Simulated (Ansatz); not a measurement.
Program: Ansatz. Geometries: PBE0-D4/def2-TZVP. ΔE: electronic, gas phase. CCSD(T)/CBS is the MP2 limit (def2-TZVPP, def2-QZVPP) plus CCSD(T) − MP2 in def2-TZVPP, frozen cores. Functionals use def2-TZVPP. def2 core potentials past Kr. For I, Se outer-core shells are correlated without core-valence functions, which leaves a few kJ/mol of doubt a bond. Scalar relativity is left out up to krypton. One conformer a species, not always the lowest.

`C=NBI` + `CC[SiH2][SeH]` → `C=NB[SeH]` + `CC[SiH2]I`  (redistribution)

`C=NBI`:

```xyz
7

C    -0.424   -0.073    1.298
N    -0.152   -0.004    0.090
B     0.150    0.071   -1.219
I     2.214    0.085   -1.819
H    -0.558   -1.037    1.798
H    -0.539    0.828    1.909
H    -0.692    0.129   -2.057
```

`CC[SiH2][SeH]`:

Cartesian coordinates in Å:
```
C 1.254 0.875 -0.443
C 0.282 -0.243 -0.801
Si -1.297 -0.239 0.206
Se -0.913 -0.432 2.451
H 0.803 1.859 -0.600
H 2.160 0.826 -1.052
H 1.552 0.817 0.606
H -0.013 -0.181 -1.855
H 0.757 -1.223 -0.677
H -2.000 1.067 0.090
H -2.201 -1.329 -0.248
H -0.383 -1.797 2.324
```

`C=NB[SeH]`:

Cartesian coordinates in Å:
```
C 0.907 -1.545 -0.206
N 0.362 -0.432 -0.188
B -0.234 0.784 -0.159
Se -1.593 1.164 1.203
H 0.498 -2.375 -0.791
H 1.822 -1.745 0.362
H 0.067 1.618 -0.956
H -1.829 2.533 0.735
```

`CC[SiH2]I`:

Z-matrix (Å, degrees):
```
C
C 1 1.527
H 1 1.093 2 111.6
H 1 1.093 2 111.6 3 120.3
H 1 1.093 2 111.1 3 -119.9
Si 2 1.868 1 112.2 3 -60.1
H 2 1.094 1 111.0 3 178.9
H 2 1.094 1 111.0 3 60.9
I 6 2.449 2 110.3 1 -179.9
H 6 1.485 2 111.4 1 -61.0
H 6 1.485 2 111.4 1 61.2
```

```tsv
species	ωB97M-V energy (Eh)
`C=NBI`	-417.22489
`CC[SiH2][SeH]`	-2771.92900
`C=NB[SeH]`	-2521.54454
`CC[SiH2]I`	-667.61654
```

Question: Work out ΔE.

Answer: ΔE = (-2521.54454) + (-667.61654) − (-417.22489) − (-2771.92900) = -0.00719 Eh = -18.9 kJ/mol. CCSD(T)/CBS gives -18.8 kJ/mol.

Largest T1 diagnostic among the species: 0.013.

In def2-TZVPP, CCSD(T) changes the Hartree–Fock value by +5.8 kJ/mol (the triples alone add +1.1 kJ/mol) and MP2 by +5.1 kJ/mol.
